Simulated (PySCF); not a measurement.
C₄H₁₂Sn, SMILES [CH3][Sn]([CH3])([CH3])[CH3].

Geometry: PBE0-D3(BJ)/def2-SVP. The isomer is the one that the SMILES or the coordinates give; other isomers of the formula were not compared. The def2 effective core potentials stand for the cores of Sn; spin–orbit coupling is left out.

Method: PySCF with IEF-PCM-PBE0/def2-SVP.

The values are the electrostatic part of the solvation free energy, E(continuum) − E(gas) at the gas-phase geometry, in a cavity of scaled van der Waals radii (PySCF's table); cavitation and dispersion terms are not included. A continuum can't describe solvent molecules that bind to the metal. In vacuum the orbital gap is 8.76 eV. The dipole moment in vacuum is 0.00 D.

| solvent | ε | ΔG(elec) (kcal/mol) | dipole (D) | gap (eV) |
|---|---|---|---|---|
| water | 78.36 | -1.1 | 0.00 | 8.80 |
| diethylether | 4.24 | -0.7 | 0.00 | 8.78 |
| tetrahydrofuran | 7.43 | -0.9 | 0.00 | 8.79 |
